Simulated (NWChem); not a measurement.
System: C2H4F2Si; SMILES [SiH](C=C)(F)F

```xyz
9

Si    -0.0234     0.5078    -0.4005
F      1.4928     0.4879     0.1625
F     -0.8437     1.5830     0.4847
C     -0.7287    -1.1823    -0.1814
C     -0.0010    -2.1794     0.3369
H     -0.0007     1.0191    -1.7898
H     -1.7646    -1.3819    -0.4839
H      1.0366    -2.0260     0.6527
H     -0.4078    -3.1879     0.4708
```
Atoms are numbered in this order, from 1.

The geometry was optimised at PBE0/def2-SVP.

Task: List the 6 lowest vertical singlet excitations from PBE/def2-SVP, TDA (NWChem).

Result: 
```
state  energy (eV)  oscillator strength  leading excitation (squared amplitude)
-----  -----------  -------------------  --------------------------------------
S1            6.09                0.010                    HOMO−1 → LUMO (0.96)
S2            7.31                0.037                    HOMO−2 → LUMO (0.92)
S3            7.55                0.039                    HOMO−3 → LUMO (0.83)
S4            7.72                0.041                    HOMO → LUMO+1 (0.84)
S5            7.80                0.038                    HOMO−4 → LUMO (0.89)
S6            7.91                0.211                      HOMO → LUMO (0.39)
```
